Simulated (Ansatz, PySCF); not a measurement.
Gas-phase reaction (SMILES): B=O (HBO) + Cl (HCl) -> O=BCl + [H][H] (H2); hydrogen chloride cleaves one B-H bond, a model of a ligand-exchange step.

Each molecule is optimised on its own at B3LYP-D3(BJ)/def2-TZVP (Ansatz, an electronic-structure program). Valence correlation only, unless marked. Spin-orbit coupling is left out. Non-relativistic. Basis-set limits of correlation are two-point, X^-3; Hartree-Fock from the larger set. Thermal terms are rigid-rotor harmonic-oscillator values from B3LYP-D3(BJ) frequencies (PySCF) at 298.15 K and 1 atm. 1 Eh = 627.5095 kcal/mol.

| species | E, CCSD(T)/CBS(aug-cc-pV(T+d)Z,aug-cc-pV(Q+d)Z) (Ansatz) (Eh) | E, wB97X-V/def2-TZVPD (Ansatz) (Eh) | H - E (Eh) | G - E (Eh) |
|---|---|---|---|---|
| B=O (HBO) | -100.60028 | -100.71579 | 0.01790 | -0.00509 |
| Cl (HCl) | -460.37804 | -460.74931 | 0.01000 | -0.01120 |
| O=BCl | -559.81557 | -560.30475 | 0.01207 | -0.01477 |
| [H][H] (H2) | -1.17444 | -1.17238 | 0.01336 | -0.00144 |

Task: Work out ΔE and ΔH, ΔG, ΔS and the equilibrium constant at 298.15 K at the first level, then ΔH at the second.

Result: 
1. ΔE = [(-559.81557) + (-1.17444)] - [(-100.60028) + (-460.37804)] = -0.01169 Eh = -7.3 kcal/mol at CCSD(T)/CBS(aug-cc-pV(T+d)Z,aug-cc-pV(Q+d)Z).
2. The terms H - E add up to -0.00247 Eh, so ΔH = (-0.01169 + (-0.00247))×627.5095 = -8.9 kcal/mol.
3. The terms G - E add up to 0.00008 Eh, so ΔG = -7.3 kcal/mol, and ΔS = (-0.00247 - (0.00008))×627509.5/298.15 = -5.4 cal/(mol K).
4. log10 K = -ΔG/(RT ln 10) = 5.4, with RT ln 10 = 1.3642 kcal/mol.
5. At wB97X-V/def2-TZVPD the same steps give ΔE = -7.5 and ΔH = -9.1 kcal/mol, a shift of -0.2 from the first level.
6. These values are not checked against measurement here, since the tables used lack a sound gas-phase enthalpy of formation for at least one species.
